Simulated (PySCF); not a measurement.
SMILES C[SiH2]C[SiH](Cl)Cl, singlet, B3LYP/def2-SVP optimised geometry.

```
14

Si    -0.18    -1.71     0.00
Cl    -0.84    -2.72    -1.69
Cl     1.91    -1.71     0.00
C     -0.82     0.04     0.00
Si    -0.05     1.28     1.23
C      0.11     0.56     2.96
H     -0.61    -2.49     1.18
H     -0.70     0.45    -1.02
H     -1.91    -0.02     0.19
H      1.29     1.70     0.72
H     -0.93     2.49     1.26
H     -0.86     0.21     3.35
H      0.49     1.32     3.66
H      0.81    -0.29     2.98
```

Density from B3LYP/def2-TZVP run with PySCF at that geometry.

Minimum of the electron density along straight lines between bonded atoms, close to the bond critical point (lines longer than 1.1 times the sum of covalent radii, or with two minima, are not listed):

```csv
bond,length / Å,ρ at the minimum / e bohr⁻³,∇²ρ there / e bohr⁻⁵,position (fraction from the first atom)
Si1–Cl2,2.079,0.097,0.18,0.36
Si1–Cl3,2.082,0.096,0.17,0.36
Si1–C4,1.862,0.127,0.14,0.39
C4–Si5,1.906,0.113,0.14,0.61
Si5–C6,1.887,0.120,0.16,0.39
Si1–H7,1.482,0.127,0.12,0.49
C4–H8,1.104,0.264,-0.84,0.64
C4–H9,1.106,0.262,-0.83,0.64
Si5–H10,1.491,0.121,0.14,0.49
Si5–H11,1.495,0.120,0.15,0.49
C6–H12,1.102,0.267,-0.87,0.64
C6–H13,1.102,0.267,-0.87,0.64
C6–H14,1.102,0.267,-0.88,0.64
```
